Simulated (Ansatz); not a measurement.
As₆⁺. Total charge 1; doublet. Geometry PBE-D4/def2-SVP, basis def2-SVP, Ansatz.

```xyz
6

As   -1.417   -1.047    1.631
As    1.635    0.187   -0.919
As   -0.300   -1.689   -0.409
As    0.121    1.974   -0.101
As   -0.666    0.339   -1.834
As    0.626    0.236    1.631
```

```
run  HOMO (eV)  LUMO (eV)
  A     -10.25      -8.76
  B      -9.51      -8.72
  C     -10.87      -8.11
  D      -9.82      -8.88
  E     -10.07      -8.69
```

The structure comes from a short search, and lower isomers may exist.

HOMO and LUMO are taken over both spins.

Problem. The runs used B97M-V, BLYP, PBE, PBE0, r2SCAN. Estimate which is which.

Solution. A r2SCAN (0 % exact exchange); B BLYP (0 % exact exchange); C PBE0 (25 % exact exchange); D PBE (0 % exact exchange); E B97M-V (0 % exact exchange). Exact exchange lowers occupied and raises empty levels; among semilocal functionals meta-GGAs tend to open the gap a little, and such runs are hard to tell apart. The gap grows from 0.79 eV (BLYP) to 2.76 eV (PBE0).
